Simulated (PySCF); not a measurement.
# Radial density of Xe (xenon, neutral)

wB97X, [Kr] 4d10 5s1 5p6 6p1, high-spin 3P determinant (an excited configuration). All numbers are calculated (PySCF 2.14, the spin-free X2C one-electron Hamiltonian (Gaussian nucleus), in aug-cc-pwCVTZ-DK3 with one added diffuse shell each of s, p, d, f type (11s10p8d5f1g, 125 functions)).

```csv
r (bohr),4πr²ρ (e/bohr),4πr²(ρα − ρβ)
0.0249,66.60,0.0062
0.0419,62.62,0.0092
0.0705,88.10,0.0433
0.119,75.22,0.0002
0.199,72.54,0.0773
0.335,52.08,0.0026
0.564,27.37,0.2113
0.949,18.93,0.0301
1.60,5.650,0.8577
2.69,2.195,0.1704
4.52,0.1910,0.0620
7.60,0.1464,0.1464
12.8,0.03649,0.0365
21.5,0.0001134,0.0001
```

Densities and radii are taken from the X2C orbitals without a picture-change correction, which distorts them close to the nucleus.

The outer electron is Rydberg-like, and this basis confines it to a smaller radius and binds it less than a complete one would.
